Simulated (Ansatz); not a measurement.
`[GeH3][CH]1[CH2][GaH]1` + `C[SiH2]O` → `C[SiH2][O][GeH3]` + `[CH2]1[CH2][GaH]1`  (ligand exchange at a Ge–C bond)

Isolated molecules relaxed with PBE0-D4/def2-TZVP in Ansatz; ΔE leaves out vibrations. CCSD(T)/CBS is the MP2 limit (def2-TZVPP, def2-QZVPP) plus CCSD(T) − MP2 in def2-TZVPP, frozen cores. This one scheme is used for every species. DFT in def2-TZVPP. For Ga, Ge outer-core shells are correlated without core-valence functions, which leaves a few kJ/mol of doubt a bond. Scalar relativity is left out up to krypton. Each species was taken in one conformer, which may not be the lowest.

```
           level  ΔE (kJ/mol)
          PBE-D4         28.4
             PBE         23.7
CCSD(T)/def2-SVP        -11.8
   HF/def2-TZVPP        -29.4
```

Q: What does CCSD(T)/CBS give? (Estimate.)

A: The calculation gave: +11.0 kJ/mol. The listed levels differ from it by 17.4, 12.7, -22.8, -40.4 kJ/mol.

Largest T1 diagnostic among the species: 0.016.

In def2-TZVPP, CCSD(T) changes the Hartree–Fock value by +28.7 kJ/mol (the triples alone add +8.9 kJ/mol) and MP2 by +17.0 kJ/mol. From r2SCAN to r2SCAN0 (25 % exact exchange), in def2-TZVPP and without D4, ΔE moves by −8.9 kJ/mol.
